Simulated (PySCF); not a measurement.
Problem. Give a PBE0-D3(BJ)/def2-SVP geometry of `[CH](C)([AlH][Br])C`.

Solution. 
```xyz
13
C3H8AlBr angstrom
C     -0.1329   -0.7068   -1.2784
C     -0.3422   -0.3403    0.1944
C     -0.9516    1.0579    0.3339
Al     1.3579   -0.4527    1.1741
Br     2.9377    1.0313    0.5034
H      0.2361   -1.7375   -1.4127
H      0.5918   -0.0315   -1.7636
H     -1.0772   -0.6259   -1.8461
H     -1.0331   -1.0761    0.6466
H     -0.2779    1.8316   -0.0711
H     -1.1670    1.3265    1.3814
H     -1.9033    1.1349   -0.2219
H      1.7665   -1.4302    2.3519
```

Any rigid rotation of these coordinates is as good. Atoms count from 1 in this order. Al4 (aluminium bonded to Br, C and H) is planar (angles 129.0°, 116.3° and 114.7°, sum 360.0°, 0.00 Å off the plane of its three neighbours).

Bonds between heavy atoms (Å): C1–C2 1.532, C2–C3 1.532, C2–Al4 1.965, Al4–Br5 2.269.

Theory: PySCF 2.14.0, PBE0-D3(BJ)/def2-SVP geometry optimisation, gas phase.

Point group: near Cs, missed by 0.18 Å at most; the miss may be what the optimiser left on a soft mode. No PBE0-D3(BJ)/def2-SVP frequencies stand behind this structure, so it isn't proved a minimum. The numbers are those of one conformer (C1–C2–Al4–Br5 64°).

Hardware: one thread of an Arm Neoverse V1 (shared host). Cost: 61 s wall, 0.52 GiB resident at most. That covers the optimisation of the geometry.
